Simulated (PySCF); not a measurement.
Vertical excitations of a molecule CH4N2O2Si from TDDFT-CAM-B3LYP/def2-SVPD (PySCF 2.14.0), as energy in eV (oscillator strength): 7.29 (0.022), 7.40 (0.031), 7.59 (0.002), 7.73 (0.016), 8.11 (0.001), 8.19 (0.001), 8.37 (0.001), 8.56 (0.013), 8.67 (0.011), 8.70 (0.008). Lowest triplet (TDA): 6.52 eV. Coordinates come from a TPSSh-D3(BJ)/def2-SVP optimisation. The values are those of a single conformer.

### Question
Which structure fits?
A) N[Si@@]1(O)N=CO1
B) N[Si@H](O)N=C=O
C) N#CO[Si@@H](N)O

### Answer
C, N#CO[Si@@H](N)O
